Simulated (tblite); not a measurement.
Species: C₄H₁₁NSi.
Numbering: `[CH3:1]/[CH:2]=[C:3](\[CH3:4])[SiH2:5][NH2:6]` (hydrogens: H7, H8, H9 on C1; H10 on C2; H11, H12, H13 on C4; H14, H15 on Si5; H16, H17 on N6)

Computed with GFN2-xTB (tblite), gas phase: Langevin dynamics at 200 K from the optimised GFN2-xTB geometry, time step 0.5 fs, friction 0.01 fs⁻¹, 2000 steps.

Start geometry:
```
atom  x, y, z in Å
C1      2.522    0.369    0.390
C2      1.125    0.811    0.090
C3      0.078    0.032   -0.170
C4      0.192   -1.469   -0.191
Si5    -1.608    0.772   -0.577
N6     -2.754   -0.145    0.335
H7      2.888    0.866    1.289
H8      3.183    0.650   -0.431
H9      2.587   -0.706    0.531
H10     0.994    1.887    0.082
H11     0.580   -1.846    0.755
H12    -0.779   -1.923   -0.365
H13     0.867   -1.791   -0.985
H14    -1.993    0.542   -1.973
H15    -1.576    2.217   -0.298
H16    -2.580   -0.292    1.317
H17    -3.734    0.036    0.189
```

The statistics below take the 31 frames saved every 25 fs from 250 to 1000 fs; their kinetic temperature (all 3N coordinates) averages 217 K.

**Question.** How do the bond lengths spread?

**Answer.** 
```json
{"bond": "C1–C2", "start (Å)": "1.495", "mean (Å)": "1.506", "standard deviation (Å)": "0.031", "shortest (Å)": "1.460", "longest (Å)": "1.587"}
{"bond": "C2=C3", "start (Å)": "1.331", "mean (Å)": "1.338", "standard deviation (Å)": "0.021", "shortest (Å)": "1.296", "longest (Å)": "1.381"}
{"bond": "C3–C4", "start (Å)": "1.506", "mean (Å)": "1.501", "standard deviation (Å)": "0.021", "shortest (Å)": "1.464", "longest (Å)": "1.555"}
{"bond": "C3–Si5", "start (Å)": "1.885", "mean (Å)": "1.890", "standard deviation (Å)": "0.025", "shortest (Å)": "1.833", "longest (Å)": "1.949"}
{"bond": "Si5–N6", "start (Å)": "1.727", "mean (Å)": "1.729", "standard deviation (Å)": "0.021", "shortest (Å)": "1.684", "longest (Å)": "1.777"}
{"bond": "C1–H7", "start (Å)": "1.090", "mean (Å)": "1.090", "standard deviation (Å)": "0.026", "shortest (Å)": "1.030", "longest (Å)": "1.152"}
{"bond": "C1–H8", "start (Å)": "1.091", "mean (Å)": "1.095", "standard deviation (Å)": "0.024", "shortest (Å)": "1.052", "longest (Å)": "1.146"}
{"bond": "C1–H9", "start (Å)": "1.086", "mean (Å)": "1.087", "standard deviation (Å)": "0.015", "shortest (Å)": "1.059", "longest (Å)": "1.121"}
{"bond": "C2–H10", "start (Å)": "1.083", "mean (Å)": "1.084", "standard deviation (Å)": "0.027", "shortest (Å)": "1.016", "longest (Å)": "1.156"}
{"bond": "C4–H11", "start (Å)": "1.090", "mean (Å)": "1.089", "standard deviation (Å)": "0.027", "shortest (Å)": "1.043", "longest (Å)": "1.140"}
{"bond": "C4–H12", "start (Å)": "1.086", "mean (Å)": "1.088", "standard deviation (Å)": "0.013", "shortest (Å)": "1.066", "longest (Å)": "1.115"}
{"bond": "C4–H13", "start (Å)": "1.090", "mean (Å)": "1.095", "standard deviation (Å)": "0.026", "shortest (Å)": "1.040", "longest (Å)": "1.147"}
{"bond": "Si5–H14", "start (Å)": "1.467", "mean (Å)": "1.479", "standard deviation (Å)": "0.043", "shortest (Å)": "1.369", "longest (Å)": "1.562"}
{"bond": "Si5–H15", "start (Å)": "1.473", "mean (Å)": "1.473", "standard deviation (Å)": "0.028", "shortest (Å)": "1.425", "longest (Å)": "1.531"}
{"bond": "N6–H16", "start (Å)": "1.008", "mean (Å)": "1.009", "standard deviation (Å)": "0.019", "shortest (Å)": "0.958", "longest (Å)": "1.048"}
{"bond": "N6–H17", "start (Å)": "1.007", "mean (Å)": "1.012", "standard deviation (Å)": "0.030", "shortest (Å)": "0.956", "longest (Å)": "1.062"}
```

**Question.** How far does each atom move about its mean position (frames aligned on the start, all atoms weighted alike), and what rms force does it feel?

**Answer.** 
```json
{"atom": "C1", "rms displacement (Å)": "0.09", "rms force (eV/Å)": "1.58"}
{"atom": "C2", "rms displacement (Å)": "0.12", "rms force (eV/Å)": "1.85"}
{"atom": "C3", "rms displacement (Å)": "0.12", "rms force (eV/Å)": "1.68"}
{"atom": "C4", "rms displacement (Å)": "0.13", "rms force (eV/Å)": "1.33"}
{"atom": "Si5", "rms displacement (Å)": "0.09", "rms force (eV/Å)": "1.20"}
{"atom": "N6", "rms displacement (Å)": "0.19", "rms force (eV/Å)": "1.55"}
{"atom": "H7", "rms displacement (Å)": "0.43", "rms force (eV/Å)": "0.91"}
{"atom": "H8", "rms displacement (Å)": "0.51", "rms force (eV/Å)": "0.77"}
{"atom": "H9", "rms displacement (Å)": "0.50", "rms force (eV/Å)": "0.58"}
{"atom": "H10", "rms displacement (Å)": "0.22", "rms force (eV/Å)": "1.00"}
{"atom": "H11", "rms displacement (Å)": "0.35", "rms force (eV/Å)": "0.96"}
{"atom": "H12", "rms displacement (Å)": "0.39", "rms force (eV/Å)": "0.59"}
{"atom": "H13", "rms displacement (Å)": "0.32", "rms force (eV/Å)": "0.93"}
{"atom": "H14", "rms displacement (Å)": "0.23", "rms force (eV/Å)": "0.79"}
{"atom": "H15", "rms displacement (Å)": "0.23", "rms force (eV/Å)": "0.51"}
{"atom": "H16", "rms displacement (Å)": "0.47", "rms force (eV/Å)": "0.89"}
{"atom": "H17", "rms displacement (Å)": "0.48", "rms force (eV/Å)": "1.34"}
```

The displacements run from 0.09 to 0.51 Å, the largest at H8.

**Question.** Follow the torsion C2–C3–Si5–N6 through every second one of these frames.

**Answer.** 
```csv
t (fs),C2–C3–Si5–N6 (°)
250,-128
300,-125
350,-120
400,-103
450,-102
500,-106
550,-117
600,-126
650,-111
700,-116
750,-108
800,-113
850,-127
900,-110
950,-129
1000,-119
```

Largest departure from the start value over all these frames: C2–C3–Si5–N6 44° (start -136°).

**Question.** How widely does the potential energy scatter, against a harmonic estimate?

**Answer.** Mean 0.44 eV above the start, standard deviation 0.085 eV, range 0.31 to 0.70 eV. For 45 classical harmonic modes at 200 K the canonical values are 45kT/2 = 0.39 eV and kT·√(45/2) = 0.082 eV.

The run is classical and short, so these are rough statistics of one trajectory.

What follows is the cost of the whole dynamics run. The run took 41 s of wall time on an AMD EPYC with one thread, on a shared host, and the process peaked at 0.18 GiB of memory.
